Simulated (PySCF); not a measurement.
PySCF input for CrO3, SMILES [O]=[Cr](=[O])=[O], multiplicity 1, IEF-PCM-B3LYP/def2-SVP. Geometry: PBE0-D3(BJ)/def2-SVP. The spin state was assumed, not searched. The isomer is the one that the SMILES or the coordinates give; other isomers of the formula were not compared.

```python
import numpy as np
from pyscf import gto, scf, dft
from pyscf.solvent import pcm

mol = gto.M(
    atom='''
    Cr   -0.00000000    0.00000000   -0.19574575
    O     1.30034157   -0.75075255    0.19574575
    O    -1.30034156   -0.75075255    0.19574575
    O     0.00000001    1.50150510    0.19574575
    ''',
    basis='def2-SVP',
    charge=0,
    spin=0,
    max_memory=1600,
    verbose=3,
)
mf = dft.RKS(mol, xc='b3lyp').density_fit(auxbasis='def2-universal-jkfit')
mf.grids.level = 3
mf.conv_tol = 1e-9
mf.max_cycle = 100
mf.kernel()
res = {}
for name, eps in {'water': 78.355, 'ethylethanoate': 5.9867, 'acetone': 20.493}.items():
    s = mf.PCM()
    s.with_solvent.method, s.with_solvent.eps, s.with_solvent.lebedev_order = 'IEF-PCM', eps, 29
    s.kernel(mf.make_rdm1())
    res[name] = (s.e_tot, eps, s.dip_moment(), s.mo_energy, s.converged)
    print(f'{name}: electrostatic solvation free energy {(s.e_tot - mf.e_tot) * 627.509474:.3f} kcal/mol')
```

Log of the run:

```
converged SCF energy = -1269.81127001383

WARN: PCM is an experimental feature. It is still in testing.
Features and APIs may be changed in the future.

converged SCF energy = -1269.82386932358
Dipole moment(X, Y, Z, Debye):  0.00000,  0.00006, -3.49324
water: electrostatic solvation free energy -7.906 kcal/mol

WARN: PCM is an experimental feature. It is still in testing.
Features and APIs may be changed in the future.

converged SCF energy = -1269.82093986546
Dipole moment(X, Y, Z, Debye): -0.00000,  0.00009, -3.39506
ethylethanoate: electrostatic solvation free energy -6.068 kcal/mol

WARN: PCM is an experimental feature. It is still in testing.
Features and APIs may be changed in the future.

converged SCF energy = -1269.82313399953
Dipole moment(X, Y, Z, Debye): -0.00000,  0.00007, -3.46847
acetone: electrostatic solvation free energy -7.445 kcal/mol
```

The calculation finished and met its thresholds.
